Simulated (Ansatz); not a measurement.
Mulliken charges of CH$_{3}$ClF$_{2}$OSi (`O[Si](F)(F)CCl`) from r2SCAN/def2-TZVPP in Ansatz (PBE0-D4/def2-TZVP geometry).

| atom | x (Å) | y (Å) | z (Å) | charge (e) |
| --- | --- | --- | --- | --- |
| O1 | 1.740 | -0.644 | -0.137 | -0.384 |
| Si2 | 0.282 | -0.275 | -0.721 | 0.885 |
| F3 | 0.519 | 0.590 | -2.020 | -0.304 |
| F4 | -0.514 | -1.570 | -1.160 | -0.299 |
| C5 | -0.770 | 0.682 | 0.475 | -0.156 |
| Cl6 | -0.798 | -0.208 | 2.028 | -0.165 |
| H7 | 1.791 | -1.085 | 0.713 | 0.212 |
| H8 | -0.362 | 1.674 | 0.670 | 0.106 |
| H9 | -1.799 | 0.788 | 0.134 | 0.105 |

Task: By hand: the dipole of these point charges (1 e Å = 4.8032 D).

Result: Σ q r = (-0.018, 0.252, 0.203) e Å, of length 0.324 e Å = 1.56 D.

Task: How does the dipole of the full density compare? (Estimate.)

Result: Computed: (-0.053, 0.179, 0.270) e Å, 1.58 D; the point charges give 0.99 times that, at 19° from its direction.

Point charges leave out the atoms' own dipoles, such as those of lone pairs, and Mulliken's split depends on the basis, so the two needn't agree.
